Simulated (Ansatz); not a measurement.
Ansatz (an electronic-structure program) input (CCSD(T)/aug-cc-pV(D+d)Z):
A basis named .json is the Basis Set Exchange file of that set.

Ansatz 0.2 input:
```yaml
crystal:
  periodic: [false, false, false]
  atoms:
    - {symbol: Si, position_ang: [0.54307611, 0.14493615, -0.82357232]}
    - {symbol: C, position_ang: [2.16110118, -0.86103252, -0.45415557]}
    - {symbol: Cl, position_ang: [0.98120317, 1.72428790, 0.79538680]}
    - {symbol: N, position_ang: [-0.57842585, -0.92310662, 0.11708641]}
    - {symbol: Si, position_ang: [-2.27679717, -0.89084504, 0.01241170]}
    - {symbol: H, position_ang: [2.15214129, -1.78795760, -1.03999517]}
    - {symbol: H, position_ang: [3.04918484, -0.28867184, -0.73650258]}
    - {symbol: H, position_ang: [2.25218837, -1.12102747, 0.60769107]}
    - {symbol: H, position_ang: [-0.20528742, -1.30415095, 0.98167704]}
    - {symbol: H, position_ang: [-2.98306123, 0.26570626, 0.64865943]}
    - {symbol: H, position_ang: [-2.85902468, -2.09843265, 0.68117784]}
    - {symbol: H, position_ang: [-2.73212608, -0.90769406, -1.40270570]}
basis:
  gaussian:
    orbitals: aug-cc-pV_D+d_Z.json
total_charge: -1
magnetization: {spin_polarized: false}
correlation: {method: ccsd_t, electrons: outside_noble_gas}
output: {forces: true}
```

End of the output:

```
integrals: 1.09 GiB planned
2047 factors; integrals over basis functions are off by at most 1.2e-3 eV
1.18 GiB of device memory are held for the factors and their scratch space
mean field: 1.42 GiB planned
mean field evaluation 1: about -30851.3703 eV, gradient 3.3e1 eV
mean field evaluation 2: about -30851.4226 eV, gradient 3.3e1 eV
mean field evaluation 4: about -30854.7338 eV, gradient 4.5e0 eV
mean field evaluation 8: about -30854.8222 eV, gradient 3.1e-1 eV
mean field evaluation 16: about -30854.0176 eV, gradient 1.6e1 eV
mean field -30854.82312016 eV, -1133.8938355155 hartree, gradient 9.2e-6 eV, S^2 0.000000; 0 other end points of the search recorded, 0 dependent functions left out
17 core orbitals not correlated
reference -30854.82312016 eV, -1133.8938355155 hartree; 16, 16 occupied and 172, 172 virtual orbitals, 2047 factors
densities: 7.27 GiB planned
second order -19.27872664 eV of doubles, -0.00000000 eV of singles
coupled cluster: 5.34 GiB planned
cycle   1  -20.42578277 eV  change    -1.1e0 eV  update   1.1e-1
cycle   2  -20.99653530 eV  change   -5.7e-1 eV  update   3.4e-2
cycle   3  -21.11448061 eV  change   -1.2e-1 eV  update   1.7e-2
cycle   4  -21.10788077 eV  change    6.6e-3 eV  update   4.6e-3
cycle   5  -21.10552486 eV  change    2.4e-3 eV  update   2.3e-3
cycle   6  -21.10565143 eV  change   -1.3e-4 eV  update   8.8e-4
cycle   7  -21.10552923 eV  change    1.2e-4 eV  update   4.0e-4
cycle   8  -21.10551206 eV  change    1.7e-5 eV  update   1.5e-4
cycle   9  -21.10554354 eV  change   -3.1e-5 eV  update   6.0e-5
cycle  10  -21.10553436 eV  change    9.2e-6 eV  update   2.2e-5
cycle  11  -21.10552428 eV  change    1.0e-5 eV  update   9.4e-6
cycle  12  -21.10552906 eV  change   -4.8e-6 eV  update   4.2e-6
perturbative correction -0.74001285 eV, -0.0271949705 hartree
the calculation of the forces begins
1.18 GiB of device memory are held for the factors and their scratch space
Total energy: -30876.66866206 eV, -1134.6966443729 hartree
Atom 0 at     0.543076     0.144936    -0.823572 Å, force     0.130364     0.241653    -0.333765 eV/Å
Atom 1 at     2.161101    -0.861033    -0.454156 Å, force    -0.318634     0.228582    -0.073561 eV/Å
Atom 2 at     0.981203     1.724288     0.795387 Å, force     0.043033     0.074630     0.083817 eV/Å
Atom 3 at    -0.578426    -0.923107     0.117086 Å, force     0.338614    -0.161199    -0.071987 eV/Å
Atom 4 at    -2.276797    -0.890845     0.012412 Å, force    -0.690228     0.021526    -0.023742 eV/Å
Atom 5 at     2.152141    -1.787958    -1.039995 Å, force    -0.004728    -0.417402    -0.267275 eV/Å
Atom 6 at     3.049185    -0.288672    -0.736503 Å, force     0.424813     0.259095    -0.129171 eV/Å
Atom 7 at     2.252188    -1.121027     0.607691 Å, force     0.020328    -0.108795     0.490921 eV/Å
Atom 8 at    -0.205287    -1.304151     0.981677 Å, force     0.171990    -0.140671     0.351829 eV/Å
Atom 9 at    -2.983061     0.265706     0.648659 Å, force    -0.050601     0.099662     0.051829 eV/Å
Atom 10 at    -2.859025    -2.098433     0.681178 Å, force    -0.037244    -0.095805     0.050642 eV/Å
Atom 11 at    -2.732126    -0.907694    -1.402706 Å, force    -0.027709    -0.001275    -0.129538 eV/Å
Dipole moment:    -0.218001    -0.580829     0.273519 e Å
```

It need not be the lowest isomer of its formula. Whether it binds its extra electron was not tested at this geometry.
